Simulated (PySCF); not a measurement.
Al(Me)(OH)2 (CH5AlO2), SMILES [CH3][Al]([OH])[OH].

Coordinates come from a PBE-D3(BJ)/def2-SVP optimisation. The isomer is the one that the SMILES or the coordinates give; other isomers of the formula were not compared. Other conformers were not sampled.

All values below come from PySCF with IEF-PCM-M06-2X/def2-SVP.

The values are the electrostatic part of the solvation free energy, E(continuum) − E(gas) at the gas-phase geometry, in a cavity of scaled van der Waals radii (PySCF's table); cavitation and dispersion terms are not included. A continuum can't describe solvent molecules that bind to the metal. In vacuum the orbital gap is 10.42 eV. The dipole moment in vacuum is 2.03 D.

| solvent | ε | ΔG(elec) (kcal/mol) | dipole (D) | gap (eV) |
|---|---|---|---|---|
| water | 78.36 | -9.1 | 2.49 | 10.62 |
| dichloromethane | 8.93 | -7.6 | 2.41 | 10.58 |
| tetrahydrofuran | 7.43 | -7.3 | 2.39 | 10.57 |
